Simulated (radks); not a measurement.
Question: Excited configurations of Os2+: one electron is placed in a higher orbital outside [Xe] 4f14 5d5. The ground configuration is [Xe] 4f14 5d6. Method: scalar-relativistic Kohn-Sham, BLYP, spin-polarised, spherical densities, point nucleus; open shells are filled with parallel spins first (spin-orbit coupling, left out, can overturn this in heavy ions); computed with a radial shooting solver on a logarithmic mesh with Libxc functionals. Excitation = E - E(ground); binding = E(ion) - E, where the ion is the core of charge +3; n* = 3/sqrt(2 binding) in atomic units, and the quantum defect is n - n*.

outer orbital  excitation (eV)  binding (eV)     n*  quantum defect  eigenvalue (eV)  <r> (bohr)
5f                      18.656         8.362  3.827           1.173           -6.412       5.069
6s                       0.004        27.014  2.129           3.871          -22.866       2.532
6f                      21.282         5.736  4.620           1.380           -4.668       8.835
7p                      17.243         9.775  3.539           3.461           -8.366       6.234

Estimate the row for 7s.

Answer: excitation (eV) 14.971; binding (eV) 12.047; n* 3.188; quantum defect 3.812; eigenvalue (eV) -10.376; <r> (bohr) 5.276. The Delta-SCF ionisation energy is 27.018 eV (NIST Atomic Spectra Database: 25 eV, theoretical). Self-interaction in the functional shifts the binding energies and quantum defects, so they are the method's values and not measured ones. Open shells are spherical and high-spin; term and fine-structure splittings are not resolved. Spin-orbit splitting is averaged out at the scalar-relativistic level.
